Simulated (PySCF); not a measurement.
## UHF on Fe⁺ (iron, charge +1)

Configuration: [Ar] 3d6 4s1, high-spin 6D determinant. Computed with PySCF 2.14 in ANO-RCC-VTZP (6s5p3d2f1g, 59 functions), with scalar relativity by spin-free X2C-1e.

| Quantity | Value |
| --- | --- |
| Total energy | -1271.110205 hartree |
| One-electron energy | -1748.1436 hartree |
| Hartree (Coulomb) energy | 531.9003 hartree |
| Exchange energy | -54.8669 hartree |
| ⟨S²⟩ | 8.7524 |
| ⟨L²⟩ | 6.018 |
| Sum of ⟨r⟩ | 18.10 bohr |
| Sum of ⟨r²⟩ | 25.24 bohr² |
| Traceless quadrupole moment −½Σ⟨3z² − r²⟩ along its main axis | 0.316 e·bohr² |
| Langevin diamagnetic susceptibility | -20.0 ×10⁻⁶ cm³/mol |

```tsv
shell	electrons	mean orbital energy (hartree)	spread (hartree)	rms radius, mean of both spins (bohr)
1s α	1	-263.98673	0	0.0675
1s β	1	-263.98159	0	0.0675
2s α	1	-32.80451	0	0.288
2s β	1	-32.68051	0	0.288
2p α	3	-27.87092	0.03337	0.260
2p β	3	-27.75177	0.00021	0.260
3s α	1	-4.73657	0	0.871
3s β	1	-4.37437	0	0.871
3p α	3	-3.27952	0.07527	0.935
3p β	3	-2.85182	0.05651	0.935
3d α	5	-0.98110	0.08806	1.22
3d β	1	-0.77750	0	1.22
4s α	1	-0.56743	0	2.99
```

Densities and radii are taken from the X2C orbitals without a picture-change correction, which distorts them close to the nucleus.

Spin-orbit constants ζ (cm⁻¹) from the X2C one-electron operator on these orbitals: bare nucleus, nucleus screened by l(l+1)(2l+1)/3 electrons, and screened by the Breit-Pauli mean field of the electrons.

```
shell   bare  screened nucleus  mean field
   2p  70700             65260         n/a
   3p   8606              7944         n/a
   3d  769.5             473.5         n/a
```

To first order the Landé constant is A = -94.71 cm⁻¹, so the lowest level has J = 9/2 and lies 0.0587 eV below the centre of the term. This holds in LS coupling only.
